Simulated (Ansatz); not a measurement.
Input file for AlCl₃H₃N, SMILES `[NH3+][Al-]([Cl])([Cl])[Cl]`:

```yaml
crystal:
  periodic: [false, false, false]
  atoms:
    - {symbol: N, position_ang: [-0.688690, -0.243721, 0.686926]}
    - {symbol: Al, position_ang: [0.690230, 0.222040, -0.679825]}
    - {symbol: Cl, position_ang: [2.132368, -1.278279, -0.324299]}
    - {symbol: Cl, position_ang: [-0.431648, 0.046484, -2.459636]}
    - {symbol: Cl, position_ang: [1.204458, 2.180348, -0.081697]}
    - {symbol: H, position_ang: [-0.296790, -0.203372, 1.623846]}
    - {symbol: H, position_ang: [-1.472098, 0.402418, 0.644480]}
    - {symbol: H, position_ang: [-1.045729, -1.183018, 0.534405]}
basis:
  gaussian: {orbitals: def2-TZVPP}
correlation: {method: ccsd_t}
output: {orbitals: {seedname: orbitals}}
```

```sh
$ ansatz run in.yaml --threads 4 --pin off --events-out ev --progress --plain
```

Log, shortened:

```
Functional definition: HF
1416 factors; integrals over basis functions are off by at most 1.0e-3 eV
mean field evaluation 1: about -45630.3300 eV, gradient 3.0e1 eV
mean field evaluation 2: about -45630.5104 eV, gradient 3.0e1 eV
mean field evaluation 4: about -45632.7280 eV, gradient 2.5e0 eV
mean field evaluation 8: about -45632.7616 eV, gradient 1.8e-1 eV
mean field -45632.76174280 eV, -1676.9730630512 hartree, gradient 2.8e-6 eV, S^2 0.000000; 0 other end points of the search recorded, 0 dependent functions left out
21 core orbitals not correlated: weight in the atoms' cores, before any rotation towards them, 1.000 or more for the frozen orbitals, at most 0.000 for the correlated occupied ones
reference -45632.76174280 eV, -1676.9730630512 hartree; 16, 16 occupied and 204, 204 virtual orbitals, 1416 factors
second order -23.60384248 eV of doubles, -0.00000000 eV of singles
cycle   1  -24.68090819 eV  change    -1.1e0 eV  update   8.0e-2
cycle   2  -25.14906708 eV  change   -4.7e-1 eV  update   2.2e-2
cycle   3  -25.21427920 eV  change   -6.5e-2 eV  update   8.8e-3
cycle   4  -25.20762587 eV  change    6.7e-3 eV  update   2.0e-3
cycle   5  -25.20757923 eV  change    4.7e-5 eV  update   6.6e-4
cycle   6  -25.20757232 eV  change    6.9e-6 eV  update   1.7e-4
cycle   7  -25.20751379 eV  change    5.9e-5 eV  update   6.3e-5
cycle   8  -25.20751685 eV  change   -3.1e-6 eV  update   2.0e-5
perturbative correction -1.00046921 eV, -0.0367665652 hartree
Total energy: -45658.96972886 eV, -1677.9361887743 hartree
```

Run time 2.1 min (4 threads of a server CPU on a shared host); peak host memory 4.1 GiB.

Correlation energy per correlated electron: -0.819 eV. T1 diagnostic: 0.0072.
